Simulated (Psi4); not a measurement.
Interaction energy of HBr ··· BCl3 (SMILES Br and ClB(Cl)Cl). Monomers: optimised at B3LYP-D3(BJ) (def2-TZVP), held rigid. Orientation: lowest of the rigid-body minima from ten starts at GFN2-xTB. R is the distance of the centres of mass, along which the second monomer moves.

Computed with: PBE/def2-TZVP, counterpoise-corrected (Psi4); PBE-D3(BJ)/def2-TZVP, counterpoise-corrected (Psi4); PBE0-D3(BJ)/def2-TZVP, counterpoise-corrected (Psi4); SAPT0/jun-cc-pVDZ, frozen core (Psi4).

Interaction energies in kcal/mol; the last columns give the difference from SAPT0:

```json
[
 {"R / Å": "3.99", "PBE/def2-TZVP": "7.70", "PBE-D3(BJ)/def2-TZVP": "5.94", "PBE0-D3(BJ)/def2-TZVP": "6.70", "SAPT0/jun-cc-pVDZ": "10.03", "PBE/def2-TZVP − SAPT0/jun-cc-pVDZ": "-2.33", "PBE-D3(BJ)/def2-TZVP − SAPT0/jun-cc-pVDZ": "-4.09", "PBE0-D3(BJ)/def2-TZVP − SAPT0/jun-cc-pVDZ": "-3.33"},
 {"R / Å": "4.25", "PBE/def2-TZVP": "2.13", "PBE-D3(BJ)/def2-TZVP": "0.61", "PBE0-D3(BJ)/def2-TZVP": "1.11", "SAPT0/jun-cc-pVDZ": "3.62", "PBE/def2-TZVP − SAPT0/jun-cc-pVDZ": "-1.49", "PBE-D3(BJ)/def2-TZVP − SAPT0/jun-cc-pVDZ": "-3.01", "PBE0-D3(BJ)/def2-TZVP − SAPT0/jun-cc-pVDZ": "-2.52"},
 {"R / Å": "4.38", "PBE/def2-TZVP": "0.80", "PBE-D3(BJ)/def2-TZVP": "-0.60", "PBE0-D3(BJ)/def2-TZVP": "-0.20", "SAPT0/jun-cc-pVDZ": "1.88", "PBE/def2-TZVP − SAPT0/jun-cc-pVDZ": "-1.08", "PBE-D3(BJ)/def2-TZVP − SAPT0/jun-cc-pVDZ": "-2.47", "PBE0-D3(BJ)/def2-TZVP − SAPT0/jun-cc-pVDZ": "-2.08"},
 {"R / Å": "4.62", "PBE/def2-TZVP": "-0.38", "PBE-D3(BJ)/def2-TZVP": "-1.55", "PBE0-D3(BJ)/def2-TZVP": "-1.29", "SAPT0/jun-cc-pVDZ": "0.09", "PBE/def2-TZVP − SAPT0/jun-cc-pVDZ": "-0.47", "PBE-D3(BJ)/def2-TZVP − SAPT0/jun-cc-pVDZ": "-1.65", "PBE0-D3(BJ)/def2-TZVP − SAPT0/jun-cc-pVDZ": "-1.39"},
 {"R / Å": "4.85", "PBE/def2-TZVP": "-0.71", "PBE-D3(BJ)/def2-TZVP": "-1.69", "PBE0-D3(BJ)/def2-TZVP": "-1.52", "SAPT0/jun-cc-pVDZ": "-0.59", "PBE/def2-TZVP − SAPT0/jun-cc-pVDZ": "-0.12", "PBE-D3(BJ)/def2-TZVP − SAPT0/jun-cc-pVDZ": "-1.10", "PBE0-D3(BJ)/def2-TZVP − SAPT0/jun-cc-pVDZ": "-0.93"},
 {"R / Å": "5.03", "PBE/def2-TZVP": "-0.74", "PBE-D3(BJ)/def2-TZVP": "-1.58", "PBE0-D3(BJ)/def2-TZVP": "-1.45", "SAPT0/jun-cc-pVDZ": "-0.76", "PBE/def2-TZVP − SAPT0/jun-cc-pVDZ": "0.02", "PBE-D3(BJ)/def2-TZVP − SAPT0/jun-cc-pVDZ": "-0.82", "PBE0-D3(BJ)/def2-TZVP − SAPT0/jun-cc-pVDZ": "-0.69"},
 {"R / Å": "5.30", "PBE/def2-TZVP": "-0.64", "PBE-D3(BJ)/def2-TZVP": "-1.30", "PBE0-D3(BJ)/def2-TZVP": "-1.22", "SAPT0/jun-cc-pVDZ": "-0.75", "PBE/def2-TZVP − SAPT0/jun-cc-pVDZ": "0.10", "PBE-D3(BJ)/def2-TZVP − SAPT0/jun-cc-pVDZ": "-0.56", "PBE0-D3(BJ)/def2-TZVP − SAPT0/jun-cc-pVDZ": "-0.47"},
 {"R / Å": "5.63", "PBE/def2-TZVP": "-0.47", "PBE-D3(BJ)/def2-TZVP": "-0.94", "PBE0-D3(BJ)/def2-TZVP": "-0.90", "SAPT0/jun-cc-pVDZ": "-0.59", "PBE/def2-TZVP − SAPT0/jun-cc-pVDZ": "0.12", "PBE-D3(BJ)/def2-TZVP − SAPT0/jun-cc-pVDZ": "-0.36", "PBE0-D3(BJ)/def2-TZVP − SAPT0/jun-cc-pVDZ": "-0.31"},
 {"R / Å": "6.08", "PBE/def2-TZVP": "-0.27", "PBE-D3(BJ)/def2-TZVP": "-0.56", "PBE0-D3(BJ)/def2-TZVP": "-0.55", "SAPT0/jun-cc-pVDZ": "-0.38", "PBE/def2-TZVP − SAPT0/jun-cc-pVDZ": "0.11", "PBE-D3(BJ)/def2-TZVP − SAPT0/jun-cc-pVDZ": "-0.18", "PBE0-D3(BJ)/def2-TZVP − SAPT0/jun-cc-pVDZ": "-0.17"},
 {"R / Å": "6.80", "PBE/def2-TZVP": "-0.10", "PBE-D3(BJ)/def2-TZVP": "-0.24", "PBE0-D3(BJ)/def2-TZVP": "-0.24", "SAPT0/jun-cc-pVDZ": "-0.19", "PBE/def2-TZVP − SAPT0/jun-cc-pVDZ": "0.09", "PBE-D3(BJ)/def2-TZVP − SAPT0/jun-cc-pVDZ": "-0.05", "PBE0-D3(BJ)/def2-TZVP − SAPT0/jun-cc-pVDZ": "-0.05"},
 {"R / Å": "7.78", "PBE/def2-TZVP": "-0.03", "PBE-D3(BJ)/def2-TZVP": "-0.08", "PBE0-D3(BJ)/def2-TZVP": "-0.09", "SAPT0/jun-cc-pVDZ": "-0.08", "PBE/def2-TZVP − SAPT0/jun-cc-pVDZ": "0.05", "PBE-D3(BJ)/def2-TZVP − SAPT0/jun-cc-pVDZ": "0.00", "PBE0-D3(BJ)/def2-TZVP − SAPT0/jun-cc-pVDZ": "-0.01"},
 {"R / Å": "9.12", "PBE/def2-TZVP": "-0.01", "PBE-D3(BJ)/def2-TZVP": "-0.03", "PBE0-D3(BJ)/def2-TZVP": "-0.03", "SAPT0/jun-cc-pVDZ": "-0.03", "PBE/def2-TZVP − SAPT0/jun-cc-pVDZ": "0.02", "PBE-D3(BJ)/def2-TZVP − SAPT0/jun-cc-pVDZ": "0.00", "PBE0-D3(BJ)/def2-TZVP − SAPT0/jun-cc-pVDZ": "0.00"}
]
```

PBE/def2-TZVP is furthest from SAPT0/jun-cc-pVDZ at 3.99 (-2.33 kcal/mol, below); its mean absolute difference over the points is 0.50 kcal/mol.

PBE-D3(BJ)/def2-TZVP is furthest from SAPT0/jun-cc-pVDZ at 3.99 (-4.09 kcal/mol, below); its mean absolute difference over the points is 1.19 kcal/mol.

PBE0-D3(BJ)/def2-TZVP is furthest from SAPT0/jun-cc-pVDZ at 3.99 (-3.33 kcal/mol, below); its mean absolute difference over the points is 0.99 kcal/mol.
